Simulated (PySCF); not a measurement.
Isomers of C3H7FOSi. Method: PBE0-D3(BJ)/def2-SVP geometry optimisation, gas phase (PySCF). Energies are electronic, without zero-point or thermal terms, for one conformer each. No frequencies were run at this level. Point groups hold within 0.08 Å.

**Question.** Rank from lowest to highest electronic energy at this level (kcal/mol).
A. `[F:1][Si@H:2]1[CH2:3][CH2:4][CH2:5][O:6]1` with F1–Si2–C3–C4 130°, Si2–C3–C4–C5 -32°, C3–C4–C5–O6 41°, C4–C5–O6–Si2 -30°
B. `[F:1][C@@H:2]1[CH2:3][C@H:4]1[O:5][SiH3:6]` with C3–C4–O5–Si6 152°
C. `[CH3:1]/[C:2]([F:3])=[CH:4]/[O:5][SiH3:6]` with C2–C4–O5–Si6 -1°
D. `[CH3:1]/[C:2]([F:3])=[CH:4]\[O:5][SiH3:6]` with C2–C4–O5–Si6 -155°
E. `[CH3:1][O:2][C@@H:3]1[SiH2:4][C@H:5]1[F:6]` with C1–O2–C3–Si4 158°
F. `[O:1]=[CH:2][C@@H:3]([F:4])[CH2:5][SiH3:6]` with O1–C2–C3–F4 -165°, C2–C3–C5–Si6 57°
G. `[CH2:1]=[C:2]([CH2:3][F:4])[O:5][SiH3:6]` with C1–C2–C3–F4 -1°, C1–C2–O5–Si6 -175°
H. `[CH3:1][C@@H:2]1[O:3][SiH2:4][C@@H:5]1[F:6]` with C1–C2–O3–Si4 -112°, C2–O3–Si4–C5 -7°, O3–Si4–C5–F6 122°, C1–C2–C5–Si4 112°

**Answer.** A (0.0), H (67.5), C (68.1), D (70.1), G (74.5), F (79.3), B (79.8), E (118.2).

As drawn, the lowest has an Si–O bond and an Si–F bond, which the highest lacks; the highest has a three-membered ring, which the lowest lacks. Neighbours under 2.5 kcal/mol apart (C[C@@H]1O[SiH2][C@@H]1F and C/C(F)=C/O[SiH3]; C/C(F)=C/O[SiH3] and C/C(F)=C\O[SiH3]; O=C[C@@H](F)C[SiH3] and F[C@@H]1C[C@H]1O[SiH3]) can change places with a better method, another conformer or zero-point energy. C/C(F)=C/O[SiH3] and C/C(F)=C\O[SiH3] are stereoisomers, 2.0 kcal/mol apart in the conformers taken.

| SMILES | E (Eh) | E rel (kcal/mol) | dipole (D) | point group | A, B, C (MHz) |
| --- | --- | --- | --- | --- | --- |
| F[Si@H]1CCCO1 | -582.45060 | 0.0 | 2.65 | C1 | 5225, 2461, 1977 |
| C[C@@H]1O[SiH2][C@@H]1F | -582.34307 | 67.5 | 0.87 | C1 | 3788, 2988, 1953 |
| C/C(F)=C/O[SiH3] | -582.34203 | 68.1 | 1.42 | – | 6809, 1694, 1391 |
| C/C(F)=C\O[SiH3] | -582.33883 | 70.1 | 1.36 | C1 | 7688, 1246, 1105 |
| C=C(CF)O[SiH3] | -582.33192 | 74.5 | 1.95 | near Cs | 5454, 1618, 1277 |
| O=C[C@@H](F)C[SiH3] | -582.32423 | 79.3 | 1.19 | C1 | 4084, 2015, 1423 |
| F[C@@H]1C[C@H]1O[SiH3] | -582.32348 | 79.8 | 0.66 | C1 | 6211, 1548, 1329 |
| CO[C@@H]1[SiH2][C@H]1F | -582.26226 | 118.2 | 0.54 | C1 | 3903, 2181, 1506 |
